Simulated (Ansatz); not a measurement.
Born–Oppenheimer molecular dynamics of C2H8Sn (11 atoms, charge 0, multiplicity 1). It starts at the highest image of a converged band. Of that band: Neighbouring images differ by up to 1.3 eV, so the band resolves the path poorly. A vibrational analysis at the climbing image gives one clearly imaginary mode, 1162i cm⁻¹: a first-order saddle point.

Theory: RKS BLYP/def2-SVP (Ansatz).

| Property | Result |
| --- | --- |
| ensemble | NVE (velocity Verlet) |
| time step | 0.5 fs |
| steps asked | 200 |
| starting velocities drawn for | 300 K |
| seed | 8211 |

First frame:

```xyz
11
Properties=species:S:1:pos:R:3
Sn -0.544 -0.765 0.155
H 0.117 -2.280 -0.476
H 1.079 -1.323 -0.823
C 0.742 0.116 1.750
C -0.997 0.700 -1.464
H 1.414 -0.672 2.137
H 1.336 0.951 1.337
H 0.089 0.479 2.565
H -1.962 1.187 -1.232
H -0.194 1.455 -1.526
H -1.079 0.153 -2.422
```

Question: How far do the bonds stretch over the last three quarters of this one trajectory? (Pairs bonded in most of those frames.)

Answer: 
```tsv
bond	mean (Å)	spread (Å)	shortest	longest
Sn1–C4	2.270	0.045	2.20	2.34
Sn1–C5	2.268	0.011	2.25	2.29
H2–H3	0.810	0.114	0.63	0.96
C4–H6	1.118	0.050	1.04	1.19
C4–H7	1.113	0.037	1.06	1.17
C4–H8	1.114	0.007	1.10	1.13
C5–H9	1.119	0.036	1.06	1.17
C5–H10	1.114	0.044	1.05	1.18
C5–H11	1.112	0.014	1.09	1.13
```

Mean temperature of the second half: 1074 K. The conserved energy stayed within 1.4 meV per atom of its start (net change -0.93 meV per atom), so the integration is sound. The system heated up, since it started high on the potential surface and ran downhill. A run of 0.1 ps of so small a system gives no equilibrium averages. The orbitals stay closed-shell, which can raise the energy where a bond breaks towards radicals; this wasn't checked here.

Time of the run: 4.8 min on 2 threads of Arm Neoverse V1 (shared host), peak memory 0.12 GiB.
